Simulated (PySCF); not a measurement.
# Bond curve of HoF

Set-up: basis Ho x2c-TZVPall, F x2c-TZVPall; spin-free X2C with a Gaussian nucleus; PySCF 2.14. Energies in eV from Ho (4f11 6s2) + F in their ground configurations at the same level. All curves are PBE0. state 1: quintet, about 10.4 electrons in the 4f shell (Mulliken), real f orbitals that mix terms; state 2: quintet, about 10.0 electrons in the 4f shell (Mulliken), real f orbitals that mix terms, a second solution, started from another occupation; state 3: Ms = 1 determinant of mixed spin, about 11.0 electrons in the 4f shell (Mulliken), real f orbitals that mix terms, a second solution, started from another occupation.

```tsv
R (Å)	state 1	state 2	state 3
1.692	-4.448	-4.448	-3.700
1.771	-5.090	-5.090	-4.486
1.850	-5.386	-5.385	-4.961
1.909	-5.499	-5.472	-5.165
1.968	-5.531	-5.463	-5.271
2.027	-5.501	-5.383	-5.301
2.106	-5.394	-5.197	-5.255
2.204	-5.189	-4.884	-5.102
2.322	-4.889	-4.450	-4.835
2.480	-4.456	-3.841	-4.413
```

Question: Put a parabola through the three lowest points of the state 3 curve and estimate Re, k and ωe (reduced mass 17.04 u; 1 eV/Å² = 0.16022 mdyn/Å; ωe = 1302.8·√(k/μ) cm⁻¹).

Answer: Through R = 1.968, 2.027, 2.106 Å the second-order coefficient is 7.90 eV/Å², so Re ≈ 2.030 Å, k ≈ 2.53 mdyn/Å and ωe ≈ 502 cm⁻¹. A polynomial fit of higher order to the unrounded PBE0 energies gives Re = 2.026 Å, k = 2.64 mdyn/Å, ωe = 512 cm⁻¹; anharmonicity and rounding make the difference.

The higher-order fit for each curve: state 3: Re = 2.026 Å, ωe = 512 cm⁻¹, minimum 5.30 eV below the ground-state fragments. State 1 gave no clean fit. State 2 gave no clean fit.

These are scalar-relativistic numbers at best; spin–orbit coupling would shift them, the dissociation energy most. The state is the lowest single determinant that the PBE0 search found; with open d or f shells the true ground state can be another one.
